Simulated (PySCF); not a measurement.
B(CCH)(F)2 (C2HBF2), SMILES FB(F)C#C.

The structure is a stationary point at PBE0-D3(BJ)/def2-SVP.

The numbers are results of PySCF 2.14.0 with PBE0-D3(BJ)/def2-SVP, not measurements.

Harmonic, unscaled wavenumbers; measured fundamentals usually lie a few per cent lower.

```tsv
mode	ν (cm⁻¹)	IR (km/mol)	moving atoms (share of kinetic energy)
1	172	1.0	F 44 %, C 38 %, H 12 %
2	233	1.2	C 70 %, H 15 %, F 8 %
3	451	14.4	F 63 %, C 32 %
4	509	12.6	C 60 %, F 30 %
5	679	81.4	B 77 %, C 13 %, F 9 %
6	732	34.3	H 74 %, C 26 %
7	748	7.9	F 64 %, C 27 %
8	786	24.0	H 74 %, C 26 %
9	1334	492.0	B 73 %, F 21 %
10	1456	354.2	B 74 %, F 25 %
11	2215	130.8	C 89 %, H 10 %
12	3476	43.3	H 85 %, C 15 %
```
